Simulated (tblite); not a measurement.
Species: C6H10FO2 (charge -1).
SMILES with atom numbers: `[CH3:1][C:2]([CH3:3])([CH3:4])[C@@H:5]([F:6])[C:7](=[O:8])[O-:9]` (hydrogens: H10, H11, H12 on C1; H13, H14, H15 on C3; H16, H17, H18 on C4; H19 on C5)

Structure used (GFN2-xTB), in Å, numbered top down from 1:
```xyz
19
C6H10FO2 angstrom
C     -1.4455    1.0443    0.4718
C     -0.3378    0.0510    0.0936
C     -0.6231   -0.5325   -1.2906
C     -0.2748   -1.0728    1.1292
C      1.0173    0.7714    0.0459
F      1.3409    1.2127    1.3347
C      2.1965   -0.1286   -0.5775
O      2.5345   -1.1257    0.0641
O      2.6049    0.2916   -1.6645
H     -1.2072    1.5265    1.4179
H     -1.5468    1.8152   -0.2915
H     -2.4017    0.5300    0.5749
H     -1.5988   -1.0197   -1.3074
H     -0.6063    0.2516   -2.0455
H      0.1405   -1.2614   -1.5477
H     -0.2085   -0.6560    2.1322
H     -1.1589   -1.7083    1.0668
H      0.6206   -1.6638    0.9482
H      0.9446    1.6838   -0.5622
```

Calculated harmonic vibrations of the isolated species, GFN2-xTB (tblite), most abundant isotopes, no scaling. This tight-binding method is rough: wavenumbers can miss measured ones by several per cent, in bad cases by 10 to 20. One conformer, not necessarily the lowest.

Harmonic wavenumbers (cm⁻¹): 43.9, 83.1, 160.3, 193.4, 212.6, 228.8, 244.1, 254.9, 286.3, 330.6, 374.1, 405.0, 428.2, 552.3, 702.3, 719.3, 810.7, 832.6, 952.5, 962.9, 970.4, 976.6, 1009.7, 1038.4, 1054.2, 1176.1, 1246.1, 1257.3, 1269.2, 1308.9, 1311.9, 1393.9, 1398.4, 1419.6, 1481.8, 1493.7, 1501.5, 1504.9, 1508.0, 1517.6, 1807.4, 2894.0, 2981.2, 2982.4, 2991.2, 3005.1, 3020.6, 3024.9, 3029.7, 3033.3, 3053.9.

A = 2267, B = 1298, C = 1186 MHz; mass 133.066 u (most abundant isotopes); point group C1, symmetry number 1.

Problem. Zero-point energy?

Solution. Half the sum of the wavenumbers: 33220 cm⁻¹ = 397.40 kJ/mol.

Problem. What is S at 298.15 K and 1 bar for an ideal gas of classical rigid rotors and harmonic oscillators?

Solution. Translation 169.85, rotation 120.97, vibration 121.93: S = 412.7 J/(mol K).

Problem. And Cp and H(298.15 K) − H(0)?

Solution. Cp = 163.02 J/(mol K), of which vibrations give 129.77 (their classical limit is 51 R = 424.0); H(298.15 K) − H(0) = 29.70 kJ/mol without the zero-point energy, 19.79 from vibrations.

Problem. What must be added to the electronic energy to get the Gibbs energy at 298.15 K and 1 bar?

Solution. ZPE + [H(298.15 K) − H(0)] − T·S = 397.40 + 29.70 − 123.06 = 304.04 kJ/mol.

Problem. Which modes carry the vibrational entropy at 298.15 K?

Solution. 43.9 cm⁻¹: 21.23; 83.1 cm⁻¹: 15.97; 160.3 cm⁻¹: 10.65; 193.4 cm⁻¹: 9.18; 212.6 cm⁻¹: 8.46; 228.8 cm⁻¹: 7.90 J/(mol K); the other 45 give 48.53 together.

Problem. How do the functions run with temperature in this model?

Solution. 
```
T (K)  S (J/(mol K))  Cp (J/(mol K))  H − H(0) (kJ/mol)  G − H(0) (kJ/mol)  ln q(vib)
  150          323.1           104.1               9.87             -38.59       2.71
  250          385.8           144.0              22.31             -74.13       5.39
  400          466.2           202.4              48.33            -138.15       9.39
  600          561.0           266.0              95.53            -241.09      14.55
  900          681.8           328.7             185.51            -428.10      21.81
```

q(vib) and H(0) count from the zero-point level.

Problem. Blend soft modes into free rotors: weight 1/[1 + (100 cm⁻¹/ν̃)⁴] for the oscillator and the rest for a rotor with moment μB/(μ + B), μ = h/(8π²ν), B = 10⁻⁴⁴ kg m². What vibrational entropy results?

Solution. 114.13 J/(mol K) in place of 121.93, which changes −T·S at 298.15 K by +2.33 kJ/mol.

Hindered rotation and anharmonicity are outside this model. Other conformers, if any are populated, would add a mixing term that is left out. The structure is chiral; the term R ln 2 for an equal mix with its mirror image is left out.
